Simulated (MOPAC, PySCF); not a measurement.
H2BFGe, SMILES `[BH2][Ge][F]` (lower singlet), neutral singlet in the gas phase. This singlet lies 0.49 eV below the relaxed triplet at the level frozen-core CCSD(T)/cc-pVTZ // B3LYP-D3(BJ)/def2-TZVP (Ansatz).

Cartesian coordinates (Å):
```xyz
5

B     -0.6917     0.0064     0.0881
Ge     1.2275    -0.2659     0.9711
F      1.9294     0.0726    -0.6461
H     -1.2708    -0.9006    -0.4305
H     -1.1945     1.0876     0.0174
```
Charge 0, multiplicity 1.

All levels are single points at this geometry (B3LYP-D3(BJ)/def2-TZVP); Pople sets use spherical d functions. Orbital energies aren't observables, and empty levels follow the basis.

BP86/6-31G* in PySCF gives dipole (D) = 1.66.

### Question
Estimate the dipole (D) from each of these levels: B3LYP-D3(BJ)/def2-TZVP in PySCF; PBE-D3(BJ)/def2-TZVP in PySCF; B3LYP/LANL2DZ in PySCF; M06-2X/6-31G* in PySCF; PBE/6-31G* in PySCF; SVWN5/6-31G* in PySCF; HF/3-21G in PySCF; HF/6-31G* in PySCF; HF/STO-3G in PySCF; PM3 in MOPAC; PM6 in MOPAC; PM7 in MOPAC.

### Answer

| level | dipole (D) |
|---|---|
| B3LYP-D3(BJ)/def2-TZVP in PySCF | 2.18 |
| PBE-D3(BJ)/def2-TZVP in PySCF | 1.93 |
| B3LYP/LANL2DZ in PySCF | 2.60 |
| M06-2X/6-31G* in PySCF | 2.04 |
| PBE/6-31G* in PySCF | 1.65 |
| SVWN5/6-31G* in PySCF | 1.71 |
| HF/3-21G in PySCF | 2.26 |
| HF/6-31G* in PySCF | 2.42 |
| HF/STO-3G in PySCF | 0.96 |
| PM3 in MOPAC | 2.04 |
| PM6 in MOPAC | 2.83 |
| PM7 in MOPAC | 3.97 |
